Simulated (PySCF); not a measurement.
A PySCF script (with the pyscf-properties extension) for the NMR shieldings of SMILES [SiH2](C[SiH3])OC(=S)CS, C$_{3}$H$_{10}$OS$_{2}$Si$_{2}$, on a GFN2-xTB geometry:

```python
import basis_set_exchange as bse
import numpy as np
from pyscf import gto, dft
from pyscf.prop import nmr

atoms = """
Si   -3.562502   -0.473722   -0.423863
C    -1.780382   -0.068085    0.098146
Si   -0.549433   -0.033534   -1.334389
O     0.905985    0.607481   -0.812547
C     1.789521    0.072861   -0.019150
S     1.629553   -1.410516    0.641590
C     3.011102    0.897311    0.225895
S     4.262928    0.509451   -1.059325
H    -3.615628   -1.813559   -1.005398
H    -4.001127    0.506559   -1.418659
H    -4.427984   -0.406415    0.756909
H    -1.772000    0.900890    0.600535
H    -1.457444   -0.796810    0.843044
H    -0.300301   -1.356095   -1.896579
H    -0.799065    0.992045   -2.337365
H     3.449052    0.686639    1.200085
H     2.797867    1.959630    0.110550
H     4.411099   -0.767813   -0.710656
"""
names = dict.fromkeys(["Si", "C", "O", "S", "H"], "pcSseg-1")
basis = {el: gto.basis.parse(bse.get_basis(n, elements=[el], fmt="nwchem")) for el, n in names.items()}
mol = gto.M(atom=atoms, basis=basis, charge=0, verbose=0)
mf = dft.RKS(mol, xc="PBE0")
mf.grids.level = 2
mf.grids.alignment = dft.numint.BLKSIZE   # the property module wants whole blocks of grid points
mf.conv_tol = 1e-9
mf.kernel()

calc = nmr.RKS(mf)   # GIAO
C = mf.mo_coeff
Co = C[:, mf.mo_occ > 0]
resp = mf.gen_response(singlet=True, hermi=2)
def vind(x):   # induced exchange potential for any number of trial vectors
    d = np.einsum("pi,xij,qj->xpq", C, 2 * x.reshape(-1, C.shape[1], Co.shape[1]), Co, optimize=True)
    return np.einsum("xpq,pi,qj->xij", resp(d - d.transpose(0, 2, 1)), C, Co, optimize=True).ravel()
mo1, _ = nmr.rhf.solve_mo1(calc, with_cphf=vind)
sigma = calc.kernel(mo1)
for i, s in enumerate(sigma):   # ppm
    w = np.linalg.eigvalsh((s + s.T) / 2)
    print("%2d %-2s iso %8.1f  s11 %8.1f  s22 %8.1f  s33 %8.1f" % (i, mol.atom_pure_symbol(i), w.mean(), *w))
```

Q: What are the results?

A: 
```
 0 Si iso    429.8  s11    409.4  s22    412.7  s33    467.5
 1 C  iso    195.4  s11    186.0  s22    193.9  s33    206.4
 2 Si iso    364.5  s11    309.8  s22    377.1  s33    406.6
 3 O  iso     59.5  s11   -154.6  s22     81.1  s33    252.2
 4 C  iso    -49.6  s11   -231.6  s22     -9.1  s33     91.9
 5 S  iso     61.0  s11   -344.2  s22    -58.2  s33    585.6
 6 C  iso    142.8  s11    120.8  s22    134.5  s33    172.9
 7 S  iso    521.7  s11    337.6  s22    446.9  s33    780.6
 8 H  iso     27.9  s11     24.2  s22     26.4  s33     33.1
 9 H  iso     27.9  s11     24.2  s22     26.3  s33     33.1
10 H  iso     27.6  s11     24.0  s22     25.3  s33     33.6
11 H  iso     31.7  s11     25.8  s22     30.4  s33     39.0
12 H  iso     30.5  s11     23.7  s22     30.4  s33     37.3
13 H  iso     26.3  s11     22.6  s22     26.1  s33     30.1
14 H  iso     26.9  s11     22.3  s22     26.6  s33     31.9
15 H  iso     27.6  s11     23.3  s22     27.1  s33     32.3
16 H  iso     28.7  s11     24.3  s22     28.2  s33     33.5
17 H  iso     29.1  s11     22.5  s22     28.4  s33     36.5
```

These numbers come from an equivalent density-fitted implementation of the same equations, which agrees with the script to about 0.01 ppm for H and up to a few tenths of a ppm for heavy atoms, so last digits may differ.

Q: Turn these shieldings into chemical shifts. Chemical shifts δ = σref − σ; 29Si (σ = 349.16 ppm) and 13C (σ = 186.93 ppm) and 1H (σ = 31.72 ppm) vs TMS; H2O for 17O (σ = 336.08 ppm); CS2 for 33S (σ = 503.73 ppm), all at this level.

A: Averaging equivalent atoms: Si 2: -15.4; Si 0: -80.7; C 4: 236.5; C 6: 44.2; C 1: -8.5; O 3: 276.5; S 5: 443; S 7: -18; H 13/14: 5.14; H 8/9/10: 3.92; H 15/16: 3.59; H 17: 2.61; H 11/12: 0.61 ppm. Unscaled 17O shifts of doubly bonded oxygen tend to come out too high, by tens of ppm or more. Experimental scales use liquid or dissolved standards, which lie at an offset from isolated H2O (liquid H2O: subtract about 36 ppm).

Size and cost of the density-fitted run: 214 basis functions, 58 s wall time on 1 thread of an Arm Neoverse V2, shared host; peak memory 0.99 GiB.
